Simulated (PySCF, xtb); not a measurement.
H5N2NbOS, SMILES [NH2][Nb]([NH2])([OH])=[S], multiplicity 1. One conformer was computed; it need not be the lowest.

Harmonic wavenumbers (cm⁻¹) from GFN2-xTB (xtb 6.7.1) at its own minimum, in rising order: 102, 125, 128, 140, 174, 191, 218, 359, 438, 456, 497, 507, 513, 514, 553, 558, 580, 1494, 1498, 3305, 3306, 3332, 3334, 3630.

**Question.** What does PySCF with PBE-D3(BJ)/def2-SVP give at its own minimum? (The exact figures need the calculation; the answer reports its results.)

**Answer.** 117, 141, 143, 187, 194, 215, 256, 316, 412, 458, 471, 501, 517, 583, 669, 670, 701, 1443, 1446, 3456, 3459, 3558, 3558, 3772. Paired by order, the mean absolute difference is 71 cm⁻¹ and the zero-point energies are 37.1 and 38.9 kcal/mol.
